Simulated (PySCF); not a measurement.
# Potential energy of RuH⁺ along the bond

Set-up: H def2-TZVPPD, Ru def2-TZVPPD with ECP28; scalar-relativistic core potentials (PySCF 2.14). Energies in eV from H + Ru⁺ (4d7) in their ground configurations at the same level. State: ⁵Π (quintet), unpaired electrons σ ↑, π ↑, δ ↑↑.

All columns are PBE0. A positive dipole points towards Ru; it is taken about the centre of mass and depends on that origin.

```tsv
R (Å)	E (eV)	μ (D)	Mulliken charge on H (basis-dependent)	HOMO (eV)	LUMO (eV)	Mayer bond order	⟨S²⟩
1.373	-1.479	1.25	0.13	-14.17	-10.97	0.99	6.00
1.437	-1.758	1.29	0.16	-14.22	-10.89	0.97	6.00
1.501	-1.918	1.32	0.18	-14.26	-10.83	0.97	6.01
1.549	-1.977	1.33	0.18	-14.28	-10.78	0.97	6.01
1.597	-1.994	1.34	0.18	-14.29	-10.76	0.97	6.01
1.645	-1.977	1.34	0.17	-14.29	-10.76	0.97	6.01
1.709	-1.912	1.33	0.16	-14.28	-10.75	0.98	6.01
1.789	-1.781	1.31	0.15	-14.26	-10.75	0.98	6.01
1.885	-1.572	1.25	0.13	-14.20	-10.74	0.99	6.01
2.012	-1.248	1.14	0.11	-14.10	-10.72	0.98	6.00
```

A fit through these points gives, at Re = 1.596 Å, μ = 1.34 D and dμ/dR = 0.0822 D/Å; the reduced mass is 0.998 u.

**Question.** How strong is the fundamental in the double-harmonic approximation, I = 42.26·(dμ/dR)²/μred km/mol?

**Answer.** I = 42.26·(0.0822)²/0.998 = 0.286 km/mol at PBE0.

The metal atom is held in its measured ground configuration; semilocal functionals can put another filling of s and d lower by some tenths of an eV, and De to that atom would be smaller. Spin–orbit coupling is left out, which matters for elements this heavy, above all for dissociation energies. For an ion De counts to the pair picked by the measured ionisation energies or electron affinities, which need not be the lowest pair at this level. With d or f electrons several states lie close, and the lowest PBE0 determinant need not be the measured ground state.
